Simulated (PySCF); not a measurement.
Bond curve of TeI

Set-up: basis Te cc-pVTZ-PP with ECP28, I cc-pVTZ-PP with ECP28; scalar-relativistic core potentials; PySCF 2.14. Energies in eV from Te + I in their ground configurations at the same level. State: ²Π (doublet), unpaired electrons π ↑.

All columns are PBE0. A positive dipole means Te(−)I(+).

```csv
R (Å),E (eV),μ (D),Mulliken charge on Te (basis-dependent),HOMO (eV),LUMO (eV),Mayer bond order,⟨S²⟩
2.289,-0.913,0.54,-0.07,-5.68,-3.82,1.50,0.75
2.396,-1.658,0.28,-0.03,-5.85,-3.97,1.43,0.75
2.502,-2.048,0.00,0.01,-6.00,-4.11,1.37,0.75
2.582,-2.178,-0.21,0.03,-6.12,-4.20,1.33,0.75
2.662,-2.209,-0.43,0.05,-6.22,-4.29,1.29,0.75
2.742,-2.166,-0.65,0.07,-6.32,-4.37,1.25,0.75
2.848,-2.031,-0.93,0.09,-6.44,-4.46,1.21,0.76
2.981,-1.784,-1.26,0.11,-6.58,-4.56,1.15,0.76
3.141,-1.434,-1.62,0.13,-6.71,-4.65,1.09,0.77
3.354,-0.965,-1.92,0.14,-6.82,-4.93,0.94,0.87
```

A fit through these points gives, at Re = 2.651 Å, μ = -0.40 D and dμ/dR = -2.74 D/Å; the reduced mass is 64.19 u.

Task: How strong is the fundamental in the double-harmonic approximation, I = 42.26·(dμ/dR)²/μred km/mol?

Result: I = 42.26·(-2.74)²/64.19 = 4.94 km/mol at PBE0.

⟨S²⟩ of the unrestricted solution departs from its pure value on part of the curve, where spin states mix. Spin–orbit coupling is left out, which matters for elements this heavy, above all for dissociation energies. The state is the lowest determinant that a PBE0 search found; another state may lie lower at other levels.
